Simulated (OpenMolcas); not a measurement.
Multiplet structure of Xe6+

- Program: OpenMolcas
- Method: RASSCF
- Basis: ANO-RCC-VQZP [8s7p5d3f2g]
- Scalar Hamiltonian: DKH2, point nucleus
- Active space: 2 electrons in 9 orbitals (RAS2 5s 5p; RAS3 5d, at most 2 electrons)
- State averaging: 2S+1 = 3 even, 3 roots; 2S+1 = 1 even, 7 roots; 2S+1 = 3 odd, 3 roots; 2S+1 = 1 odd, 3 roots
- Spin-orbit coupling: RASSI with atomic mean-field integrals over the reference wave functions, term energies averaged over their components

With spin-orbit coupling, above the lowest level:

```csv
Configuration,Term,J,E (cm-1),Measured (cm-1),Term weight %
5s2,1S,0,0.0,0.0,100
5s 5p,3P*,0,91410,96141,100
5s 5p,3P*,1,95491,100451,98
5s 5p,3P*,2,106451,113676,100
5s 5p,1P*,1,146387,143259,98
5p2,3P,0,223539,223673,93
5p2,1D,2,231047,236100,75
5p2,3P,1,232095,234685,100
5p2,3P,2,245488,251853,75
```

Against the 8 measured excited levels shown (Saloman, J. Phys. Chem. Ref. Data 33, 765 (2004)) the mean absolute deviation is 4300 cm-1; the largest miss in energy is 5s 5p 3P* 2: computed 106451, measured 113676 cm-1 (-6.4 %).

Spin-orbit coupling puts the lowest level 20.6 cm-1 below the lowest spin-free term.

Active for correlation alone: 5d; no level in the range computed is led by a configuration that fills it, so any true level of that kind is missing. Some terms mix strongly with configurations of 5d, whose occupation reaches 0.19 (5p2 1D). Computed and measured levels are paired by configuration, term and J; levels that our copy of the source lacks, or whose pairing is in doubt (as where it misses far off the trend of its configuration), stay unpaired and out of the deviations. Levels of configurations outside the active space are missing. The first state left out of the spin-orbit step lies near 330000 cm-1 above the lowest spin-free state of the reference (among the parities and spins computed), and the list stops at four fifths of that energy or lower.

The term weight is that of the spin-free term in the level, not the purity of its configuration. * marks odd parity.
